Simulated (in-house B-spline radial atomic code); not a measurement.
# Ionising Co8+ with different functionals

Computed with an all-electron radial atomic-structure program (B-spline basis): non-relativistic Hamiltonian, point nucleus, spin-polarised at highest spin, spherical fractional occupations for the functionals, the average over the highest-spin determinants for Hartree-Fock. The ionisation energy is the difference of two self-consistent energies, [Ar] 3d1 → [Ne] 3s2 3p6, without Breit or QED terms; ε is the level of the shell that loses the electron (its least bound occupied spin orbital).

Hybrids are left out here: with spherical fractional occupations of an open shell their exact exchange keeps a self-interaction that integer-occupation calculations don't have.

```json
{"method": "Hartree-Fock", "rung": "Hartree-Fock", "ΔSCF (eV)": "185.42", "-ε(3d) (eV)": "186.76"}
{"method": "LDA VWN5", "rung": "LDA", "ΔSCF (eV)": "187.12", "-ε(3d) (eV)": "172.26"}
{"method": "LDA PW92", "rung": "LDA", "ΔSCF (eV)": "187.11", "-ε(3d) (eV)": "172.25"}
{"method": "LDA exchange-only", "rung": "LDA", "ΔSCF (eV)": "185.02", "-ε(3d) (eV)": "170.23"}
{"method": "PBE", "rung": "GGA", "ΔSCF (eV)": "186.75", "-ε(3d) (eV)": "171.93"}
{"method": "PBEsol", "rung": "GGA", "ΔSCF (eV)": "186.72", "-ε(3d) (eV)": "171.90"}
{"method": "BLYP", "rung": "GGA", "ΔSCF (eV)": "186.74", "-ε(3d) (eV)": "171.91"}
{"method": "RPBE", "rung": "GGA", "ΔSCF (eV)": "186.65", "-ε(3d) (eV)": "171.85"}
{"method": "PW91", "rung": "GGA", "ΔSCF (eV)": "186.96", "-ε(3d) (eV)": "172.12"}
{"method": "BP86", "rung": "GGA", "ΔSCF (eV)": "186.84", "-ε(3d) (eV)": "172.01"}
{"method": "AM05", "rung": "GGA", "ΔSCF (eV)": "186.78", "-ε(3d) (eV)": "171.96"}
{"method": "OLYP", "rung": "GGA", "ΔSCF (eV)": "187.34", "-ε(3d) (eV)": "172.60"}
{"method": "TPSS", "rung": "meta-GGA", "ΔSCF (eV)": "186.44", "-ε(3d) (eV)": "171.68"}
{"method": "SCAN", "rung": "meta-GGA", "ΔSCF (eV)": "185.94", "-ε(3d) (eV)": "171.43"}
{"method": "r2SCAN", "rung": "meta-GGA", "ΔSCF (eV)": "?", "-ε(3d) (eV)": "?"}
{"method": "M06-L", "rung": "meta-GGA", "ΔSCF (eV)": "185.89", "-ε(3d) (eV)": "171.37"}
{"method": "revTPSS", "rung": "meta-GGA", "ΔSCF (eV)": "?", "-ε(3d) (eV)": "?"}
```

Question: What does revTPSS give?

Answer: ΔSCF 186.18 eV, and -ε(3d) = 171.48 eV.

Question: What does r2SCAN give?

Answer: ΔSCF 186.00 eV, and -ε(3d) = 171.49 eV.

Question: How do they compare with the NIST value?

Answer: NIST lists 186.1 eV ± 0.25 (measured, ground level to ground level). Errors run from -1.12 to +1.20 eV; revTPSS is closest (+0.04 eV), though others lie within the uncertainty of it, and part of that can be cancellation, since the calculations leave out relativity, Breit-QED terms, multiplet and fine-structure energies. Hartree-Fock also lacks correlation.
